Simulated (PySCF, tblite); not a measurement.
Compound: 4-methylbenzyl alcohol, C₈H₁₀O.
Bonds: C1–C2, C2–C3 (aromatic), C3–C4 (aromatic), C4–C5 (aromatic), C5–C6, C6–O7, C5–C8 (aromatic), C8–C9 (aromatic), C2–C9 (aromatic). Hydrogens: H10, H11, H12 on C1; H13 on C3; H14 on C4; H15, H16 on C6; H17 on O7; H18 on C8; H19 on C9.

Structure optimised with GFN2-xTB, isolated species.

Q: List the bond lengths, angles and torsions at this level.

A: 
| bond | length (Å) | order |
| --- | --- | --- |
| C1–C2 | 1.499 | single |
| C2–C3, C2–C9 | 1.389 | aromatic |
| C3–C4, C8–C9 | 1.383 | aromatic |
| C4–C5, C5–C8 | 1.389 | aromatic |
| C5–C6 | 1.508 | single |
| C6–O7 | 1.415 | single |
| C1–H10, C1–H11, C1–H12 | 1.089 | single |
| C3–H13, C9–H19 | 1.081 | single |
| C4–H14, C8–H18 | 1.081 | single |
| C6–H15, C6–H16 | 1.097 | single |
| O7–H17 | 0.964 | single |

Bonds in one row agree within 0.01 Å and their mean is given. Orders are formal, as drawn. A selection of angles:
| angle | degrees |
| --- | --- |
| C2–C1–H10 | 110.8 |
| C2–C1–H11 | 110.0 |
| H10–C1–H11 | 108.0 |
| H10–C1–H12 | 109.0 |
| C1–C2–C3 | 120.7 |
| C3–C2–C9 | 118.4 |
| C2–C3–C4 | 120.9 |
| C2–C3–H13 | 119.5 |
| C4–C3–H13 | 119.7 |
| C3–C4–C5 | 120.6 |
| C3–C4–H14 | 120.1 |
| C5–C4–H14 | 119.3 |
| C4–C5–C6 | 120.3 |
| C4–C5–C8 | 118.7 |
| C6–C5–C8 | 120.9 |
| C5–C6–O7 | 112.2 |
| C5–C6–H15 | 110.6 |
| C5–C6–H16 | 110.0 |
| O7–C6–H15 | 105.1 |
| O7–C6–H16 | 110.1 |
| H15–C6–H16 | 108.6 |
| C6–O7–H17 | 108.5 |

Torsions: C4–C5–C6–O7 -75° (synclinal); H17–O7–C6–C5 -55° (synclinal). The mirror-image conformer, all signs reversed, is as good.

The 6-membered ring C2–C3–C4–C5–C8–C9 has internal angles of 118.4° to 120.9° (sum 720°, against 720° for a flat polygon); it is planar, 0.00 Å rms from its mean plane, widest ring torsion 1°. Of the pairs four or more bonds apart, H16···H18 is among the closest relative to their van der Waals radii: 2.40 Å, 100 % of the sum of Bondi's values. The 8 C–C bonds span 1.382 Å (C3–C4, aromatic) to 1.508 Å (C5–C6, drawn single), a spread of 0.126 Å.

Point group: C1 (no symmetry element, even within 0.4 Å). GFN2-xTB frequencies show an imaginary mode (27i cm⁻¹), so the point is no minimum at that level. Torsions: C4–C5–C6–O7 -75°, C5–C6–O7–H -55°.

These are computed values.
